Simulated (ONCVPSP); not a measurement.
# What one change does to a pseudopotential (manganese (Mn), ONCV)

Mn, optimised norm-conserving Vanderbilt (ONCV), made with ONCVPSP 4.0.1 (PBEsol, scalar-relativistic). Core [Ar], reference 3d5 4s0.5 (charge +1.5). Waves: 4s: rc 2.55 bohr, ncon 3, nbas 6, qcut 3 1/bohr, 1 projector; p scattering state at 0.45 Ha: rc 2.00 bohr, ncon 3, nbas 6, qcut 5 1/bohr, 1 projector; 3d: rc 1.60 bohr, ncon 3, nbas 7, qcut 8.4 1/bohr, 2 projectors, debl 2.6 Ha. Local part: polynomial inside 1.40 bohr (lpopt 3, dvloc0 3 Ha). Core correction: Teter function, fcfact 4, rcfact 1.4.

In the p channel the program set the typed energies aside and used 0.050 Ha.

All-electron outer shells of the reference configuration (PBEsol, scalar-relativistic, ld1.x):

```csv
shell,level (eV),outermost node (bohr),outermost maximum (bohr)
3p,-67.35,0.31,0.75
3d,-19.47,–,0.76
4s,-15.49,1.05,2.32
```

Change: all radii but the core radius scaled by about 1.13 (s 2.88, p 2.26, d 1.80 bohr); local potential polynomial inside 1.58 bohr (lpopt 3, dvloc0 3 Ha).

Cutoffs: the cutoffs (Ha) at which the residual kinetic energy of the hardest occupied pseudo-wave falls to 1 and 0.1 mHa per electron; they do not see the model core or the augmentation charge, which bear on the density cutoff. Errors are all-electron minus pseudo energies relative to the spin-unpolarised reference configuration.

Predict the effect on cutoff, ghosts and configuration errors.

The potential gets softer (30 Ha and 35 Ha → 28 Ha and 31 Ha); of the 4 tests that both files solve, the error grows in 0 and shrinks in 3 by more than 15 % and 0.3 meV (median size 12.1 → 8.2 meV); neither file shows a bound ghost. A larger radius leaves more room for a smooth pseudo-wave, so fewer plane waves are needed. That the errors move this way runs against the usual rule that smaller radii transfer better.

| quantity | base | changed |
| --- | --- | --- |
| cutoff, loose | 30 Ha | 28 Ha |
| cutoff, tight | 35 Ha | 31 Ha |
| loose cutoff by channel | s 3.8 Ha, d 30 Ha | s 3.4 Ha, d 28 Ha |
| bound ghosts | none | none |
| GHOST(+) flags under 300 eV | none | none |
| error for 3d5 4s2, meV [ΔE -15.27 eV] | -19 | -9.7 |
| error for 3d5 4s1, meV [ΔE -6.84 eV] | -8.2 | -3.9 |
| error for 3d5 4s0, meV [ΔE 8.67 eV] | -15 | -14 |
| error for 3d5.5 4s1.5, meV [ΔE -15.76 eV] | -9.6 | -6.7 |
| rms error of d²Exc/dni dnj with the model core, mHa | 7.48 | 6.22 |
